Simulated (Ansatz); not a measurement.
Reactions of C2H6ClFHfIN (`C[N](C)[Hf]([F])([Cl])[I]`).

Isolated molecules relaxed with PBE0-D4/def2-TZVP in Ansatz; ΔE leaves out vibrations. CBS: MP2 limit from def2 TZ/QZ plus the TZ coupled-cluster correction, frozen cores. This one scheme is used for every species. Functionals use def2-TZVPP. def2 core potentials past Kr. For Ga, Hf, I, Se, Zr outer-core shells are correlated without core-valence functions, which leaves a few kJ/mol of doubt a bond. Scalar relativity is left out up to krypton. One conformer a species, not always the lowest.

| reaction | HF/CBS(def2) (kcal/mol) | RPA@PBE/def2-TZVPP (kcal/mol) | PBE-D4 (kcal/mol) | CCSD(T)/CBS(def2) (kcal/mol) |
| --- | --- | --- | --- | --- |
| `C[N](C)[Hf]([F])([Cl])[I]` + HCl → `C[N](C)[Hf]([F])([Cl])[Cl]` + HI | -3.2 | -1.7 | -2.3 | -1.0 |
| `C[N](C)[Hf]([F])([Cl])[I]` + `[F][Zr]([F])([F])[F]` → `[F][Hf]([F])([Cl])[I]` + `C[N](C)[Zr]([F])([F])[F]` | 3.1 | 4.6 | 3.8 | 4.7 |
| `C[N](C)[Hf]([F])([Cl])[I]` + H₂Se → `C[N](C)[Hf]([F])([Cl])[SeH]` + HI | 14.1 | 11.0 | 10.8 | 12.0 |
| `C[N](C)[Hf]([F])([Cl])[I]` + H₂S → `C[N](C)[Hf]([F])([SH])[Cl]` + HI | 17.2 | 14.4 | 13.3 | 15.6 |
| `C[N](C)[Hf]([F])([Cl])[I]` + `O=C=[N][Ga]([Cl])[Cl]` → `C[N](C)[Hf]([F])([Cl])[N]=C=O` + `[Cl][Ga]([Cl])[I]` | -8.0 | -6.9 | -9.6 | -7.5 |
| `C[N](C)[Hf]([F])([Cl])[I]` + H–F → `[F][Hf]([F])([Cl])[I]` + dimethylamine | -28.5 | -18.4 | -21.5 | -18.7 |
| `C[N](C)[Hf]([F])([Cl])[I]` + `N=C=O` → `C[N](C)[Hf]([F])([Cl])[N]=C=O` + HI | 2.4 | 3.4 | 5.5 | 5.4 |

Largest T1 diagnostic: 0.018, for `N=C=O`.
